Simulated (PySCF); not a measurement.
**Working out the ionisation energy of Si+**

Si+ [Ne] 3s2 3p1 (2P) → Si(2+) [Ne] 3s2 (1S). Computed with PySCF 2.14 in aug-cc-pCVTZ-DK with one added diffuse shell each of s, p, d, f type (9s8p6d4f, 91 functions), with the spin-free X2C one-electron Hamiltonian (Gaussian nucleus). Frozen: [Ne]. Energies in hartree (1 hartree = 27.21139 eV):

```tsv
part	Si+ (lower)	Si(2+) (upper)
UHF	-289.179024	-288.597738
CCSD correlation	-0.058921	-0.044807
(T)	-0.001105	0.000000
```

Q: What does Hartree-Fock give?

A: (-288.597738) − (-289.179024) = 0.581286 hartree = 15.818 eV.

Q: What do CCSD and CCSD(T) give?

A: The CCSD correlation energies differ by 0.014114 hartree = 0.384 eV and the triples by 0.001105 hartree = 0.030 eV, so CCSD gives 16.202 eV and CCSD(T) 16.232 eV.

Measured between the centres of the two terms (NIST): 16.322 eV, so CCSD(T) (valence) is off by -0.090 eV.

What remains against the reference includes basis incompleteness, the frozen core and higher excitations.
